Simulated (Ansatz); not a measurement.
Cost and result for the atomization energy of CH₉FSi₃, SMILES `FC([SiH3])[SiH2][SiH3]` (14 atoms, 13 bonds).

Z-matrix (Å, degrees):
```
C
Si 1 1.894
Si 1 1.903 2 115.4
F 1 1.408 2 108.8 3 122.4
H 1 1.098 2 108.5 3 -121.3
H 2 1.485 1 109.8 3 -59.4
H 2 1.485 1 110.0 3 180.0
H 2 1.487 1 108.1 3 60.1
Si 3 2.341 1 111.8 2 63.1
H 3 1.489 1 109.0 2 -175.1
H 3 1.490 1 107.2 2 -57.9
H 9 1.486 3 110.5 1 55.3
H 9 1.487 3 110.6 1 -65.5
H 9 1.488 3 109.1 1 175.1
```

Charge 0, multiplicity 1. Geometry: relaxed with PBE0-D4/def2-TZVP. It is one conformer, not always the lowest. Program: Ansatz. All runs use 2 threads of an AMD EPYC 7R13 on a shared host and a share of an NVIDIA H100 80 GB. Times are those of one run each, without the atoms' runs, and a repeat can differ threefold. Electronic energies, without spin–orbit coupling; frozen cores. CCSD(T)/CBS adds CCSD(T) − MP2 in def2-TZVPP to the MP2 limit, and its time is that of the two runs behind it. T1 = 0.013. B3LYP takes the VWN-RPA correlation (the form of Gaussian; ORCA's B3LYP/G).

CCSD(T)/CBS is a level of theory with its own doubt, some kJ/mol a heavy atom from the limit and from the frozen cores, so smaller differences don't rank the functionals.

| level | functions | wall time |
| --- | --- | --- |
| PBE0-D4/def2-TZVPP | 314 | 2.1 s |
| B3LYP-D4/def2-TZVPP (with forces) | 314 | 2.1 s |
| ωB97X-V/def2-TZVPP | 314 | 2.7 s |
| ωB97M-V/def2-TZVPP (with forces) | 314 | 3.2 s |
| r2SCAN-D4/def2-TZVPP (with forces) | 314 | 3.6 s |
| PBE-D4/def2-TZVPP (with forces) | 314 | 3.7 s |
| B2PLYP/def2-TZVPP | 314 | 3.9 s |
| MP2/def2-QZVPP | 594 | 3.9 s |
| CCSD(T)/def2-TZVPP | 314 | 5.5 s |
| CCSD(T)/CBS(def2) | – | 9.4 s |

Task: What atomization energy does each give, and how far from CCSD(T)/CBS? (An estimate is asked.)

Result: Computed: 
```json
{"level": "PBE0-D4/def2-TZVPP", "atomization (kcal/mol)": "1036.3", "difference from CCSD(T)/CBS": "-11.0", "per bond": "-0.8"}
{"level": "B3LYP-D4/def2-TZVPP (with forces)", "atomization (kcal/mol)": "1045.7", "difference from CCSD(T)/CBS": "-1.6", "per bond": "-0.1"}
{"level": "ωB97X-V/def2-TZVPP", "atomization (kcal/mol)": "1055.7", "difference from CCSD(T)/CBS": "8.4", "per bond": "0.6"}
{"level": "ωB97M-V/def2-TZVPP (with forces)", "atomization (kcal/mol)": "1047.4", "difference from CCSD(T)/CBS": "0.1", "per bond": "0.0"}
{"level": "r2SCAN-D4/def2-TZVPP (with forces)", "atomization (kcal/mol)": "1046.1", "difference from CCSD(T)/CBS": "-1.2", "per bond": "-0.1"}
{"level": "PBE-D4/def2-TZVPP (with forces)", "atomization (kcal/mol)": "1043.7", "difference from CCSD(T)/CBS": "-3.6", "per bond": "-0.3"}
{"level": "B2PLYP/def2-TZVPP", "atomization (kcal/mol)": "1029.9", "difference from CCSD(T)/CBS": "-17.4", "per bond": "-1.3"}
{"level": "MP2/def2-QZVPP", "atomization (kcal/mol)": "1033.8", "difference from CCSD(T)/CBS": "-13.5", "per bond": "-1.0"}
{"level": "CCSD(T)/def2-TZVPP", "atomization (kcal/mol)": "1020.5", "difference from CCSD(T)/CBS": "-26.8", "per bond": "-2.1"}
{"level": "CCSD(T)/CBS(def2)", "atomization (kcal/mol)": "1047.3", "difference from CCSD(T)/CBS": "0.0", "per bond": "0.0"}
```

The D4 term adds +13.1 kcal/mol with B3LYP and +7.0 kcal/mol with PBE0; it sums over pairs of atoms, weighted by their polarisabilities, and B3LYP, whose exchange is more repulsive, gets the larger term. In def2-TZVPP, CCSD(T) changes the Hartree–Fock value by +234.2 kcal/mol (the triples alone add +10.8 kcal/mol) and MP2 by +231.6 kcal/mol; breaking electron pairs costs correlation energy, which Hartree–Fock lacks. From PBE to PBE0 (25 % exact exchange), in def2-TZVPP and without D4, the atomization energy moves by −6.3 kcal/mol: exact exchange takes away binding that semilocal exchange gives to molecules.
